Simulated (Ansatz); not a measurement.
Relaxation of GeH4O2 (7 atoms, charge 0, multiplicity 1), to a largest force component of 0.02 eV/Å in at most 40 steps.

All numbers below come from RKS PBE0/def2-SVP in Ansatz 0.2.0.

```xyz
7
Properties=species:S:1:pos:R:3
Ge 0.000 0.000 0.000
O 0.000 0.000 1.770
H -0.909 -0.281 2.107
O 1.669 0.000 -0.589
H 1.986 -0.952 -0.706
H -0.730 1.265 -0.516
H -0.730 -1.265 -0.516
```

Task: Where does it end, and by what steps?

Result: The run converged. After 12 steps the energy has fallen by 0.187 eV; H3 moved furthest, 0.65 Å.

```tsv
step	energy less start (eV)	largest force component (eV/Å)	accepted
0	0.0000	2.015	yes
1	-0.1263	0.992	yes
2	-0.1511	0.211	yes
3	-0.1681	0.168	yes
4	-0.1717	0.268	yes
5	-0.1718	0.418	yes
6	-0.1185	1.506	no
7	-0.1824	0.080	yes
8	-0.1835	0.158	yes
9	-0.1850	0.035	yes
10	-0.1857	0.028	yes
11	-0.0406	2.414	no
12	-0.1865	0.011	yes
```

```xyz
7
Properties=species:S:1:pos:R:3
Ge -0.133 0.042 -0.102
O -0.196 0.181 1.669
H -0.379 -0.656 2.108
O 1.547 -0.108 -0.650
H 2.011 -0.860 -0.268
H -0.614 1.368 -0.687
H -0.951 -1.200 -0.520
```

Whether the end is a true minimum wasn't checked by a vibrational analysis.

The run took 59 s on 1 thread of Arm Neoverse N1 (shared host), peak memory 0.15 GiB.
